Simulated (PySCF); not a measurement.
Löwdin shares of the frontier orbitals

Species: C4H13AlGeO2.
Atom-mapped SMILES: `[AlH3-:1][O+:2]1[CH2:3][CH2:4][CH2:5][C@H:6]1[O:7][GeH3:8]` (hydrogens: H9, H10, H11 on Al1; H12, H13 on C3; H14, H15 on C4; H16, H17 on C5; H18 on C6; H19, H20, H21 on Ge8)

Cartesian coordinates in Å at the PBE0-D3(BJ)/def2-SVP level; atoms count from 1:
```
atom  x, y, z in Å
Al1   -0.019   -1.274   -2.137
O2    -0.437   -0.169   -0.560
C3    -1.774   -0.050   -0.033
C4    -1.667    1.000    1.061
C5    -0.463    1.822    0.614
C6     0.480    0.750    0.104
O7     1.111    0.136    1.143
Ge8    2.423   -1.100    0.937
H9    -0.875   -0.535   -3.277
H10    1.571   -1.021   -2.124
H11   -0.537   -2.713   -1.650
H12   -2.427    0.265   -0.863
H13   -2.099   -1.039    0.321
H14   -2.588    1.590    1.160
H15   -1.452    0.526    2.030
H16   -0.729    2.502   -0.211
H17    0.005    2.402    1.420
H18    1.173    1.079   -0.690
H19    2.956   -1.221    2.370
H20    3.464   -0.517   -0.028
H21    1.803   -2.410    0.437
```

Method: TDDFT PBE0/def2-SVPD, vertical, gas phase, core orbitals frozen in the response (PySCF 2.14.0, density-fitted response routines). Relativistic effects, spin–orbit coupling among them, are left out although an element past zinc is present.

Kohn–Sham orbitals with the atoms that hold most of them (Löwdin shares over 4%, at most four atoms; ? is withheld):

```csv
orbital,ε (eV),atoms
LUMO+2,0.57,"Ge8 18%, Al1 13%, H14 6%, H16 6%"
LUMO+1,0.21,"Ge8 35%, Al1 12%, H20 10%, H21 9%"
LUMO,-0.24,?
HOMO,-7.23,"Al1 36%, H9 31%, H11 23%, O2 6%"
HOMO-1,-7.43,?
HOMO-2,-8.75,"O7 47%, Ge8 10%, O2 10%, H21 6%"
HOMO-3,-9.06,"O7 40%, O2 11%, C6 9%, Ge8 7%"
```

Q: Give the leading atoms of the LUMO.

A: Ge8 (bonded to O and 3 H) 33%; O7 (bonded to C and Ge) 10%; H20 (bonded to Ge) 9%; H21 (bonded to Ge) 9%. By element: germanium 33%, hydrogen 18% or more, oxygen 10% or more.

Q: Give the leading atoms of the HOMO-1.

A: Al1 (bonded to O and 3 H) 34%; H10 (bonded to Al) 34%; H11 (bonded to Al) 15%; H9 (bonded to Al) 6%. By element: hydrogen 54% or more, aluminium 34%.

Q: How does S1 compare with the orbital gap of 6.99 eV?

A: S1 is at 6.09 eV (f = 0.0081), 0.90 eV below the gap, made of HOMO→LUMO (88%). 

Q: One configuration dominates each of S1, S2, S5 and S8. Which, and how do the shares of the two leading atoms of either orbital change from the occupied to the empty one?

A: 
- S1 (6.09 eV, f 0.0081), HOMO→LUMO (88%): Al1 36% → at most 9%, H9 31% → at most 9%, Ge8 at most 6% → 33%, O7 at most 6% → 10%
- S2 (6.19 eV, f 0.017), HOMO-1→LUMO (94%): Al1 34% → at most 9%, H10 34% → at most 9%, Ge8 at most 6% → 33%, O7 at most 6% → 10%
- S5 (6.75 eV, f 0.0077), HOMO-1→LUMO+1 (90%): Al1 34% → 12%, H10 34% → at most 10%, Ge8 at most 6% → 35%
- S8 (7.12 eV, f 0.0065), HOMO-2→LUMO (85%): O7 47% → 10%, Ge8 10% → 33%

Löwdin shares depend on the basis, the more so with diffuse functions.

One conformer stands for the species.
